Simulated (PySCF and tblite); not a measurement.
Results of a calculation; reference values are marked as such.
C7H11GeNO, numbered as in [CH3:1][C:2](=[O:3])[c:4]1[c:5]([GeH3:6])[cH:7][cH:8][n:9]1[CH3:10].

The ensemble was built from 60 distance-geometry starts (ETKDG and KDG, UFF, GFN2-xTB) and rests on GFN2-xTB geometries. Free energies are B3LYP-D3(BJ)/6-31G* single points with GFN2-xTB rigid-rotor and vibrational terms (modes under about 100 cm⁻¹ blended into free rotors). Symmetry numbers and mirror images are counted. Conformers within 2.5 kcal/mol (GFN2-xTB free energy) were kept, 3 at most. (PySCF 2.14, tblite 0.8.)

Torsions listed: O3–C2–C4–N9.

```json
{"conformer": "1", "shape": "180°", "symmetry": "Cs", "E(GFN2) kcal/mol": "0.00"}
{"conformer": "2", "shape": "0°", "symmetry": "Cs", "E(GFN2) kcal/mol": "3.14"}
```

(1) Which of these conformers is the most populated at 298.15 K, and with what share?

(2) Give the DFT energies and free energies relative to the lowest, and all weights.

(3) How does its share change from 250 K to 350 K?

Results:

(1) Conformer 2, about 100 %.

(2) 
```csv
conformer,shape,E(DFT) kcal/mol,G(298.15 K) kcal/mol,weight %
1,180°,3.36,4.08,0.1
2,0°,0.00,0.00,99.9
```

(3) From 100 % to 100 %; the mixing entropy goes from 0.01 to 0.04 cal/(mol K).
